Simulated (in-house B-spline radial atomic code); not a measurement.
## Mg⁷⁺: [He] 2s2 (5f7/2)1 (an excited or competing configuration)

Computed with an all-electron radial atomic-structure program (B-spline basis): Dirac-Hartree-Fock, average of the jj configuration, Fermi nucleus of rms radius 3.057 fm.

Screening seen three ways: the hydrogenic charge with the same mean radius, Z_r = [3n² - l(l+1)]/(2<r>), the one with the same energy, Z_e = n√(-2ε), and Slater's rules. Values are occupation-weighted means over j.

```json
{"shell": "1s", "electrons": "2", "ε (eV)": "-1640.2", "<r> (bohr)": "0.129", "Z_r": "11.63", "Z_e": "10.98", "Slater": "11.70"}
{"shell": "2s", "electrons": "2", "ε (eV)": "-315.57", "<r> (bohr)": "0.5734", "Z_r": "10.46", "Z_e": "9.63", "Slater": "9.95"}
{"shell": "5f", "electrons": "1", "ε (eV)": "-34.903", "<r> (bohr)": "3.924", "Z_r": "8.03", "Z_e": "8.01", "Slater": "8.00"}
```

The least bound orbital is 5f7/2 at -34.9 eV, and it is also the most diffuse (<r> = 3.924 bohr).

For the 1s electron the small component carries 0.182 % of the norm, the zero-frequency Breit interaction raises the level by 0.6197 eV, self-energy by 0.2804 eV, and vacuum polarisation lowers it by 0.01624 eV.
